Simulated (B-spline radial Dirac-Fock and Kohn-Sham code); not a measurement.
# Kα2 (K-L2) energies across the elements Ag to Cs

Calculated with a radial atomic solver, using multi-electron Dirac-Fock with separately optimised hole states, Breit and Lamb-shift corrections added in first order. Free neutral atoms. No correlation.

The screening constant σ is defined by E = 0.7500·Ry·(Z − σ)², the hydrogen-like form of Moseley's law.

```
 Z  element  computed (eV)  tabulated (eV)      √E     σ
47       Ag        21988.4         21990.3  148.28  0.58
48       Cd              ?               ?       ?     ?
49       In        24000.0         24001.9  154.92  0.50
50       Sn        25042.0         25044.0  158.25  0.46
51       Sb        26108.4         26110.8  161.58  0.42
52       Te        27199.3         27201.8  164.92  0.37
53        I        28315.1         28317.3  168.27  0.32
54       Xe        29455.9         29460.7  171.63  0.27
55       Cs        30622.1         30625.2  174.99  0.22
```

**Question.** Estimate the missing row, Cd.

**Answer.** Computed 22982.2 eV, tabulated 22984.2 eV, √E = 151.60, σ = 0.54.

Tabulated energies: xraylib 4.2 line table, elements in their standard states.
